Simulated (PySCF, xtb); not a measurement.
Al(Cl)(Me)(Et) (C3H8AlCl), SMILES C[CH2][Al]([CH3])[Cl]. One conformer was computed; it need not be the lowest.

Harmonic wavenumbers (cm⁻¹) from xtb 6.7.1 with GFN2-xTB at its own minimum, in rising order: 26, 73, 87, 119, 148, 216, 232, 442, 509, 542, 606, 648, 658, 910, 975, 1035, 1215, 1225, 1297, 1408, 1448, 1454, 1467, 1499, 1500, 2871, 2898, 2922, 2934, 2964, 2988, 3001, 3010.

What does B3LYP-D3(BJ)/def2-SVP (PySCF) give at its own minimum? (The exact figures need the calculation; the answer reports its results.)

21, 38, 99, 141, 157, 235, 298, 441, 539, 588, 658, 679, 718, 921, 957, 1035, 1217, 1222, 1239, 1400, 1420, 1426, 1427, 1471, 1481, 2991, 3016, 3020, 3025, 3092, 3098, 3105, 3114. Paired by order, the mean absolute difference is 46 cm⁻¹ and the zero-point energies are 61.9 and 63.3 kcal/mol.
